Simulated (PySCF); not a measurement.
methylsilylformaldehyde (C2H6OSi), SMILES C[SiH2]C=O.

Geometry: B3LYP-D3(BJ)/def2-SVP. One conformer was computed; it need not be the lowest.

Two levels are set side by side: PBE/def2-TZVP (PySCF) and M06-2X/def2-TZVP (PySCF). Same geometry, gas phase. Differences are taken from unrounded values.

| quantity | M06-2X | PBE | PBE minus M06-2X |
|---|---|---|---|
| orbital gap (eV) | 8.02 | 2.84 | -5.18 |
| highest occupied level (eV) | -8.39 | -5.51 | 2.88 |
| lowest empty level (eV) | -0.37 | -2.67 | -2.30 |
| dipole moment (D) | 2.06 | 1.69 | -0.37 |
| mean polarisability (bohr³) | 53.5 | 56.9 | 3.4 |

Without exact exchange PBE keeps part of each electron's self-repulsion, which lifts occupied levels and narrows the gap. PBE's more diffuse valence density responds more strongly to a field. Differences between two approximate levels are no errors against the true value.

Rough cost on one machine, each run with all the roots and properties that it gave: M06-2X against PBE about 3 times.
